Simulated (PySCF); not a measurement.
Ge(H)3(F), SMILES [GeH3][F], PBE0/def2-SVP optimised geometry.

```
5

Ge    -0.48    -0.28     0.00
F     -0.98    -1.02    -1.50
H     -1.06     1.14     0.00
H      1.06    -0.28     0.00
H     -1.06    -1.14     1.13
```

Density from PBE0/def2-TZVP (PySCF) at that geometry.

Minimum of the electron density along straight lines between bonded atoms, close to the bond critical point (lines longer than 1.1 times the sum of covalent radii, or with two minima, are not listed):

```csv
bond,length / Å,ρ at the minimum / e bohr⁻³,∇²ρ there / e bohr⁻⁵,position (fraction from the first atom)
Ge1–F2,1.744,0.139,0.79,0.48
Ge1–H3,1.536,0.136,0.05,0.59
Ge1–H4,1.536,0.136,0.05,0.59
Ge1–H5,1.536,0.136,0.05,0.59
```
